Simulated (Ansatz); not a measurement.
Correlation energies of CH₃F₂NOSn by basis set

```json
{"atom": "N1", "x (Å)": "1.226", "y (Å)": "0.508", "z (Å)": "0.219"}
{"atom": "Sn2", "x (Å)": "0.566", "y (Å)": "1.351", "z (Å)": "-1.512"}
{"atom": "O3", "x (Å)": "-1.422", "y (Å)": "-0.810", "z (Å)": "-0.994"}
{"atom": "C4", "x (Å)": "-1.086", "y (Å)": "-1.222", "z (Å)": "0.054"}
{"atom": "F5", "x (Å)": "-1.454", "y (Å)": "-0.751", "z (Å)": "1.211"}
{"atom": "F6", "x (Å)": "-0.336", "y (Å)": "-2.269", "z (Å)": "0.252"}
{"atom": "H7", "x (Å)": "1.024", "y (Å)": "0.887", "z (Å)": "1.132"}
{"atom": "H8", "x (Å)": "2.049", "y (Å)": "-0.074", "z (Å)": "0.245"}
{"atom": "H9", "x (Å)": "-0.567", "y (Å)": "2.380", "z (Å)": "-0.608"}
```

Total charge 0; spin multiplicity 1. Correlated methods include outer-core shells of Sn, which these sets cover unevenly. Sn: def2 effective core potential. The bonds changed during the relaxation, so this is another structure than the one it started from. The geometry is a stationary point of PBE0-D4/def2-TZVP. It is one conformer, not always the lowest. Frozen core, restricted reference, Ansatz 0.2.0.

```
     basis     HF (Eh)  MP2 corr.  CCSD corr.       (T)  CCSD(T) total
  def2-SVP           ?          ?           ?         ?              ?
def2-TZVPP  -581.32509   -1.41053    -1.41387  -0.05039     -582.78935
def2-QZVPP  -581.34307   -1.71520           –         –              –
```

Question: Fill in the withheld values. (Best estimate.)

Answer: Ansatz gave: def2-SVP HF (Eh): -580.85949; def2-SVP MP2 corr.: -0.94690; def2-SVP CCSD corr.: -0.97767; def2-SVP (T): -0.02610; def2-SVP CCSD(T) total: -581.86326.
